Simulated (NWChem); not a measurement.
System: CH$_{4}$BBr; SMILES BrBC

```xyz
7

B     -0.6272     1.0078    -0.0003
H     -1.8298     1.1054     0.0005
Br     0.0439    -0.7816     0.0000
C      0.3149     2.2420    -0.0002
H      1.3891     2.0156    -0.0070
H      0.0799     2.8665     0.8809
H      0.0698     2.8771    -0.8707
```
Atoms are numbered in this order, from 1.

Program: NWChem. Coordinates come from a PBE0/def2-SVP optimisation. Ions are spin-unrestricted doublets at the neutral geometry; other ion states weren't tried.

### Question
Order these by “−ε(HOMO) (eV)”, lowest first: CAM-B3LYP/def2-SVP; B3LYP/def2-SVP; LDA (Slater exchange, VWN5)/def2-SVP.

### Answer
LDA (Slater exchange, VWN5)/def2-SVP (6.66), B3LYP/def2-SVP (7.59), CAM-B3LYP/def2-SVP (9.19)
